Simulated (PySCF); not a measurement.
Cl2Ni (SMILES [Cl][Ni][Cl]), triplet, at a GFN2-xTB geometry (such geometries of metal compounds can be far from the true shape); WB97X/def2-TZVP in PySCF.

The PySCF input:
```python
from pyscf import gto, scf, dft

mol = gto.M(
    atom='''
Ni    0.00000000    0.00000000    0.00000000
Cl    0.00000000    0.00000000    1.93482584
Cl   -0.00000000   -0.00000000   -1.93482584
''',
    basis='def2-tzvp',
    spin=2,
    verbose=4,
)

mf = dft.UKS(mol)
mf.xc = 'wb97x'
mf.kernel()
```

It wrote (shortened):

```
PySCF version 2.14.0

[INPUT] verbose = 4
[INPUT] num. atoms = 3
[INPUT] num. electrons = 62
[INPUT] charge = 0
[INPUT] spin (= nelec alpha-beta = 2S) = 2
[INPUT] symmetry False subgroup None
[INPUT] Mole.unit = angstrom
[INPUT] Symbol           X                Y                Z      unit          X                Y                Z       unit  Magmom
[INPUT]  1 Ni     0.000000000000   0.000000000000   0.000000000000 AA    0.000000000000   0.000000000000   0.000000000000 Bohr   0.0
[INPUT]  2 Cl     0.000000000000   0.000000000000   1.934825840000 AA    0.000000000000   0.000000000000   3.656290936332 Bohr   0.0
[INPUT]  3 Cl     0.000000000000   0.000000000000  -1.934825840000 AA    0.000000000000   0.000000000000  -3.656290936332 Bohr   0.0

nuclear repulsion = 299.894078204879
number of shells = 41
number of NR pGTOs = 218
number of NR cGTOs = 119
basis = def2-tzvp
ecp = {}

******** <class 'pyscf.dft.uks.UKS'> ********
method = UKS
initial guess = minao
damping factor = 0
level_shift factor = 0
DIIS = <class 'pyscf.scf.diis.CDIIS'>
diis_start_cycle = 1
diis_space = 8
diis_damp = 0
SCF conv_tol = 1e-09
SCF conv_tol_grad = None
SCF max_cycles = 50
direct_scf = True
direct_scf_tol = 1e-13
number electrons alpha = 32  beta = 30
XC library pyscf.dft.libxc version 7.1.2
    S. Lehtola, C. Steigemann, M. J. T. Oliveira, and M. A. L. Marques,  SoftwareX 7, 1–5 (2018)
XC functionals = wb97x
    J.-D. Chai and M. Head-Gordon,  J. Chem. Phys. 128, 084106 (2008)
radial grids:
    Treutler-Ahlrichs [JCP 102, 346 (1995); DOI:10.1063/1.469408] (M4) radial grids

becke partition: Becke, JCP 88, 2547 (1988); DOI:10.1063/1.454033
pruning grids: <function nwchem_prune>
grids dens level: 3
symmetrized grids: False
atomic radii adjust function: <function treutler_atomic_radii_adjust>
small_rho_cutoff = 0
Set gradient conv threshold to 3.16228e-05
tot grids = 58400
init E= -2428.109066634

cycle= 1 E= -2415.60349356317  delta_E= 12.5  |g|= 7.09  |ddm|= 4.72
cycle= 2 E= -2379.5909180511  delta_E=   36  |g|= 13.1  |ddm|= 10.5
cycle= 3 E= -2423.29178787131  delta_E= -43.7  |g|=  5.4  |ddm|= 8.43
cycle= 4 E= -2426.06451765376  delta_E= -2.77  |g|= 3.24  |ddm|= 0.935
cycle= 5 E= -2428.74908954511  delta_E= -2.68  |g|= 0.552  |ddm|= 1.59
cycle= 6 E= -2428.83322801997  delta_E= -0.0841  |g|= 0.308  |ddm|= 0.444
cycle= 7 E= -2428.85032273065  delta_E= -0.0171  |g|= 0.187  |ddm|= 0.114
cycle= 8 E= -2428.8580203769  delta_E= -0.0077  |g|= 0.0928  |ddm|= 0.0941
cycle= 9 E= -2428.8603614737  delta_E= -0.00234  |g|= 0.0092  |ddm|= 0.0782
cycle= 10 E= -2428.86040116737  delta_E= -3.97e-05  |g|= 0.00248  |ddm|= 0.01
cycle= 11 E= -2428.86040301646  delta_E= -1.85e-06  |g|= 0.000545  |ddm|= 0.00244
cycle= 12 E= -2428.86040329469  delta_E= -2.78e-07  |g|= 0.000342  |ddm|= 0.000782
cycle= 13 E= -2428.86040338611  delta_E= -9.14e-08  |g|= 7.36e-05  |ddm|= 0.0005
cycle= 14 E= -2428.86040339051  delta_E= -4.41e-09  |g|= 1.26e-05  |ddm|= 0.000123
cycle= 15 E= -2428.86040339066  delta_E= -1.41e-10  |g|= 1.62e-06  |ddm|= 2.41e-05
Extra cycle  E= -2428.86040339066  delta_E= -2.27e-12  |g|= 2.55e-06  |ddm|= 2.66e-06
converged SCF energy = -2428.86040339066  <S^2> = 2.0106066  2S+1 = 3.0070627
```
